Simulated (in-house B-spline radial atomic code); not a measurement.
# Ionising Mn³⁺ with different functionals

Computed with a radial B-spline atomic code at the basis-set limit: non-relativistic Hamiltonian, point nucleus, spin-polarised at highest spin, spherical fractional occupations for the functionals, the average over the highest-spin determinants for Hartree-Fock. The ionisation energy is the difference of two self-consistent energies, [Ar] 3d4 → [Ar] 3d3, without Breit or QED terms; ε is the level of the shell that loses the electron (its least bound occupied spin orbital).

Hybrids are left out here: with spherical fractional occupations of an open shell their exact exchange keeps a self-interaction that integer-occupation calculations don't have.

```csv
method,rung,ΔSCF (eV),-ε(3d) (eV)
Hartree-Fock,Hartree-Fock,51.26,53.24
LDA VWN5,LDA,52.85,43.29
LDA PW92,LDA,52.84,43.28
LDA exchange-only,LDA,51.37,41.90
PBE,GGA,52.64,43.09
PBEsol,GGA,52.62,43.06
BLYP,GGA,52.51,42.94
RPBE,GGA,52.58,43.02
PW91,GGA,52.75,43.19
BP86,GGA,52.65,43.09
AM05,GGA,52.61,43.06
OLYP,GGA,52.95,43.31
TPSS,meta-GGA,52.53,42.98
SCAN,meta-GGA,52.88,43.38
r2SCAN,meta-GGA,52.92,43.42
M06-L,meta-GGA,52.58,43.03
revTPSS,meta-GGA,52.44,42.90
```

How do they compare with the NIST value?

NIST lists 51.2 eV ± 0.12 (semi-empirical, ground level to ground level). Errors run from +0.05 to +1.74 eV. The correlated functionals all miss on the same side by more than they spread, so the cause is common to them (relativity, Breit-QED terms, multiplet and fine-structure energies, or a listed next ion that isn't the cheapest removal here) and closeness doesn't rank the functionals. Hartree-Fock also lacks correlation.
